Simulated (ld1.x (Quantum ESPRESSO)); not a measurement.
**vanadium (V) TM: all-electron and pseudo phase curves**

* Element: V (Z = 23)
* Generator: ld1.x (Quantum ESPRESSO) 7.5
* Type: norm-conserving Troullier–Martins (Kleinman–Bylander form)
* Functional: PBE
* Relativity: non-relativistic
* Frozen core: [Ne] 3s2
* Valence charge: 11
* Reference configuration: 3p6 3d3 4s2 4p0
* Partial waves: 3p (bound): rc 0.90 bohr; 3d (bound): rc 2.25 bohr; 4f channel at -0.05 Ry: rc 1.85 bohr; 4s (bound): rc 2.40 bohr
* Local potential: the s channel
* Core correction: Bessel-smoothed model core inside 0.90 bohr

The phase is arctan(r·u′/u) with u = r·R(r), unwrapped; energies in Ry, scanned from -5 to 5 Ry. A pole is an energy at which the radial function vanishes at the test radius. The pseudo phase is shifted by a multiple of π to meet the all-electron one at the reference energy, and phase errors are pseudo minus all-electron; the curves can meet again beyond the range given. Levels narrower than the energy grid can be missing from the lists of poles.

```json
{"channel": "s", "radius (bohr)": "2.61", "reference energy (Ry)": "-0.34", "poles, all-electron": "2.18", "poles, pseudo": "1.86", "unbroken range about the reference energy with phases within 0.05 rad": "-5.0 to 2.3", "phase error 1 Ry above the reference energy (rad)": "-0.018"}
{"channel": "p", "radius (bohr)": "2.61", "reference energy (Ry)": "-3.23", "poles, all-electron": "-3.18, 3.09", "poles, pseudo": "-3.18", "unbroken range about the reference energy with phases within 0.05 rad": "below -1.0", "phase error 1 Ry above the reference energy (rad)": "+0.013"}
{"channel": "d", "radius (bohr)": "2.61", "reference energy (Ry)": "-0.39", "poles, all-electron": "-0.17, 4.53", "poles, pseudo": "-0.15", "unbroken range about the reference energy with phases within 0.05 rad": "below 0.4", "phase error 1 Ry above the reference energy (rad)": "+0.072"}
{"channel": "f", "radius (bohr)": "2.61", "reference energy (Ry)": "-0.05", "poles, all-electron": "4.49", "poles, pseudo": "4.84", "unbroken range about the reference energy with phases within 0.05 rad": "below 2.1", "phase error 1 Ry above the reference energy (rad)": "+0.001"}
```

Phases in the p channel:

```json
{"E (Ry)": "-5.00", "all-electron": "1.384", "pseudo": "1.386"}
{"E (Ry)": "-4.48", "all-electron": "1.369", "pseudo": "1.372"}
{"E (Ry)": "-3.96", "all-electron": "1.345", "pseudo": "1.349"}
{"E (Ry)": "-3.44", "all-electron": "1.254", "pseudo": "1.261"}
{"E (Ry)": "-2.92", "all-electron": "-1.754", "pseudo": "-1.747"}
{"E (Ry)": "-2.40", "all-electron": "-1.811", "pseudo": "-1.800"}
{"E (Ry)": "-1.88", "all-electron": "-1.855", "pseudo": "-1.837"}
{"E (Ry)": "-1.36", "all-electron": "-1.913", "pseudo": "-1.880"}
{"E (Ry)": "-0.84", "all-electron": "-2.005", "pseudo": "-1.940"}
{"E (Ry)": "-0.32", "all-electron": "-2.188", "pseudo": "-2.036"}
{"E (Ry)": "0.20", "all-electron": "-2.673", "pseudo": "-2.212"}
{"E (Ry)": "0.72", "all-electron": "-3.719", "pseudo": "-2.602"}
{"E (Ry)": "1.24", "all-electron": "-4.298", "pseudo": "-3.404"}
{"E (Ry)": "1.76", "all-electron": "-4.511", "pseudo": "-4.063"}
{"E (Ry)": "2.28", "all-electron": "-4.617", "pseudo": "-4.351"}
{"E (Ry)": "2.80", "all-electron": "-4.683", "pseudo": "-4.490"}
{"E (Ry)": "3.32", "all-electron": "-4.733", "pseudo": "-4.571"}
{"E (Ry)": "3.84", "all-electron": "-4.777", "pseudo": "-4.625"}
{"E (Ry)": "4.36", "all-electron": "-4.820", "pseudo": "-4.664"}
{"E (Ry)": "4.88", "all-electron": "-4.871", "pseudo": "-4.696"}
```
